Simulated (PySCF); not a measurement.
C₅H₈O, SMILES OC1CC=CC1.

Coordinates come from a B3LYP-D3(BJ)/def2-SVP optimisation. Other conformers were not sampled.

Level of theory: PySCF with SMD-PBE0/6-31G*.

Solvation free energies are E(SMD) − E(gas) at the gas-phase geometry, for 1 M in both phases. In vacuum the dipole moment is 1.62 D.

Computed solvation free energies in water, dimethylsulfoxide, chlorobenzene:
```tsv
solvent	ΔG(solv) (kcal/mol)	its non-electrostatic (CDS) part	dipole (D)
water	-4.7	2.5	2.10
dimethylsulfoxide	-5.0	-1.4	1.86
chlorobenzene	-5.8	-3.0	1.81
```
